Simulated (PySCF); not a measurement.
A PySCF script (with the pyscf-properties extension) for the NMR shieldings of `InChI=1S/C6H17BNP/c1-6(2,3)7(9)8(4)5/h9H2,1-5H3`, on a GFN2-xTB geometry:

```python
import basis_set_exchange as bse
import numpy as np
from pyscf import gto, dft
from pyscf.prop import nmr

atoms = """
C     2.009947    0.929224    0.621506
N     1.506197   -0.239411   -0.070291
C     2.622218   -1.029709   -0.556917
B     0.180169   -0.616603   -0.241160
P    -0.107587   -2.361569   -1.034289
C    -1.102230    0.345332    0.035903
C    -2.399224   -0.288655   -0.496090
C    -1.338069    0.624235    1.529982
C    -0.944384    1.678246   -0.717786
H     2.740002    0.620225    1.376151
H     1.212043    1.464609    1.120051
H     2.511132    1.605485   -0.078507
H     3.369014   -0.369737   -1.005097
H     3.097662   -1.584144    0.259189
H     2.292061   -1.735836   -1.317892
H    -1.236656   -2.722505   -0.329527
H     0.717125   -3.074020   -0.177472
H    -2.694854   -1.143629    0.109034
H    -3.213429    0.435129   -0.468561
H    -2.273773   -0.623187   -1.525920
H    -2.271593    1.170412    1.663606
H    -1.409687   -0.310353    2.083256
H    -0.542459    1.216573    1.974258
H    -0.858498    1.491343   -1.786227
H    -1.818804    2.307166   -0.551585
H    -0.067371    2.233991   -0.402340
"""
names = dict.fromkeys(["C", "N", "B", "P", "H"], "pcSseg-1")
basis = {el: gto.basis.parse(bse.get_basis(n, elements=[el], fmt="nwchem")) for el, n in names.items()}
mol = gto.M(atom=atoms, basis=basis, charge=0, verbose=0)
mf = dft.RKS(mol, xc="PBE0")
mf.grids.level = 2
mf.grids.alignment = dft.numint.BLKSIZE   # the property module wants whole blocks of grid points
mf.conv_tol = 1e-9
mf.kernel()

calc = nmr.RKS(mf)   # GIAO
C = mf.mo_coeff
Co = C[:, mf.mo_occ > 0]
resp = mf.gen_response(singlet=True, hermi=2)
def vind(x):   # induced exchange potential for any number of trial vectors
    d = np.einsum("pi,xij,qj->xpq", C, 2 * x.reshape(-1, C.shape[1], Co.shape[1]), Co, optimize=True)
    return np.einsum("xpq,pi,qj->xij", resp(d - d.transpose(0, 2, 1)), C, Co, optimize=True).ravel()
mo1, _ = nmr.rhf.solve_mo1(calc, with_cphf=vind)
sigma = calc.kernel(mo1)
for i, s in enumerate(sigma):   # ppm
    w = np.linalg.eigvalsh((s + s.T) / 2)
    print("%2d %-2s iso %8.1f  s11 %8.1f  s22 %8.1f  s33 %8.1f" % (i, mol.atom_pure_symbol(i), w.mean(), *w))
```

Problem. What are the results?

Solution. 
```
 0 C  iso    143.7  s11    125.4  s22    127.7  s33    177.9
 1 N  iso    140.9  s11     28.4  s22    181.0  s33    213.4
 2 C  iso    139.2  s11    112.9  s22    125.4  s33    179.2
 3 B  iso     50.3  s11     18.8  s22     32.0  s33    100.0
 4 P  iso    573.0  s11    509.5  s22    599.2  s33    610.3
 5 C  iso    161.6  s11    156.4  s22    162.3  s33    166.1
 6 C  iso    150.1  s11    128.4  s22    145.5  s33    176.3
 7 C  iso    159.5  s11    141.6  s22    151.2  s33    185.8
 8 C  iso    158.6  s11    137.5  s22    153.1  s33    185.2
 9 H  iso     29.1  s11     25.4  s22     26.8  s33     35.2
10 H  iso     27.9  s11     22.4  s22     30.1  s33     31.4
11 H  iso     28.9  s11     25.6  s22     26.2  s33     34.9
12 H  iso     29.2  s11     25.2  s22     27.1  s33     35.3
13 H  iso     28.8  s11     25.2  s22     26.2  s33     34.9
14 H  iso     28.5  s11     22.5  s22     31.0  s33     32.1
15 H  iso     30.1  s11     23.5  s22     30.1  s33     36.5
16 H  iso     30.3  s11     24.5  s22     28.9  s33     37.5
17 H  iso     30.4  s11     26.3  s22     29.6  s33     35.4
18 H  iso     31.2  s11     27.3  s22     29.4  s33     36.8
19 H  iso     30.5  s11     25.7  s22     30.4  s33     35.3
20 H  iso     31.0  s11     27.2  s22     28.8  s33     37.1
21 H  iso     30.6  s11     26.7  s22     28.5  s33     36.6
22 H  iso     30.4  s11     25.1  s22     30.2  s33     36.0
23 H  iso     30.7  s11     27.3  s22     28.2  s33     36.6
24 H  iso     31.1  s11     27.2  s22     28.9  s33     37.2
25 H  iso     30.4  s11     24.8  s22     30.6  s33     35.7
```

These numbers come from an equivalent density-fitted implementation of the same equations, which agrees with the script to about 0.01 ppm for H and up to a few tenths of a ppm for heavy atoms, so last digits may differ.

Size and cost of the density-fitted run: 245 basis functions, 3.3 min wall time (2.7 min CPU) on 1 thread of an Intel Xeon, shared host; peak memory 1.1 GiB.
